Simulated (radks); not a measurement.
Question: Co3+, 24 electrons, occupied as [Ar] 3d6 (the NIST ground configuration). Method: scalar-relativistic Kohn-Sham, exchange-only LDA, spin-unpolarised, spherical densities, finite nucleus; Fermi nuclear charge, rms radius 3.7875 fm; computed with a radial shooting solver on a logarithmic mesh with Libxc functionals. Some entries of the table are withheld. Estimate them.

orbital  occ.  eigenvalue (hartree)  <r^2> (bohr^2)
1s          2                   (1)             (2)
2s          2             -34.33678         0.07740
2p          6             -29.64396         0.06233
3s          2              -5.08727             (3)
3p          6                   (4)          0.7663
3d          6              -1.60767             (5)
4s          0              -1.15281           5.432
4p          0                   (6)           7.253

Answer: 
(1) 1s eigenvalue (hartree): -279.7797
(2) 1s <r^2> (bohr^2): 0.004260
(3) 3s <r^2> (bohr^2): 0.6844
(4) 3p eigenvalue (hartree): -3.74400
(5) 3d <r^2> (bohr^2): 1.130
(6) 4p eigenvalue (hartree): -0.87519
